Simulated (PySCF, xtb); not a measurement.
AsH5Si, SMILES [SiH3][AsH2].

GFN2-xTB (xtb) at its own geometry gives an orbital gap of 4.70 eV and a dipole moment of 0.47 D.

Geometry: PBE0-D3(BJ)/def2-TZVP.

### Question
What does M06-2X/def2-TZVPD run with PySCF give? (An estimate is asked for; the answer gives what the named calculation found.)

### Answer
gap 8.79 eV (levels -8.51 and 0.28 eV), dipole 0.48 D.
